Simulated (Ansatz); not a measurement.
Species: benzodifurandione `O=C1Cc2cc3c(cc2O1)CC(=O)O3` (charge 0, multiplicity 1).

Task: Give a relaxed geometry from B3LYP-D3(BJ)/def2-SVP run with Ansatz (a program for electronic structure).

Result: the end point of this relaxation (outside a Z-matrix the atoms follow the SMILES, hydrogens last).
Bond lengths (Å): O1–C2 1.191, C2–C3 1.532, C2–O10 1.385, C3–C4 1.499, C3–H15 1.102, C3–H16 1.102, C4–C5 1.396, C4–C9 1.401, C5–C6 1.392, C5–H17 1.091, C6–C7 1.401, C6–O14 1.378, C7–C8 1.396, C7–C11 1.499, C8–C9 1.392, C8–H18 1.091, C9–O10 1.378, C11–C12 1.532, C11–H19 1.102, C11–H20 1.102, C12–O13 1.191, C12–O14 1.385. Angles (°): O1–C2–C3 129.5, O1–C2–O10 122.1, C3–C2–O10 108.4, C2–C3–C4 102.9, C2–C3–H15 109.1, C2–C3–H16 109.1, C4–C3–H15 114.3, C4–C3–H16 114.3, H15–C3–H16 107.0, C3–C4–C5 132.4, C3–C4–C9 107.0, C5–C4–C9 120.6, C4–C5–C6 115.9, C4–C5–H17 122.8, C6–C5–H17 121.3, C5–C6–C7 123.5, C5–C6–O14 124.2, C7–C6–O14 112.3, C6–C7–C8 120.6, C6–C7–C11 107.0, C8–C7–C11 132.4, C7–C8–C9 115.9, C7–C8–H18 122.8, C9–C8–H18 121.3, C4–C9–C8 123.5, C4–C9–O10 112.3, C8–C9–O10 124.2, C2–O10–C9 109.4, C7–C11–C12 102.9, C7–C11–H19 114.3, C7–C11–H20 114.3, C12–C11–H19 109.1, C12–C11–H20 109.1, H19–C11–H20 107.0, C11–C12–O13 129.5, C11–C12–O14 108.4, O13–C12–O14 122.1, C6–O14–C12 109.4.
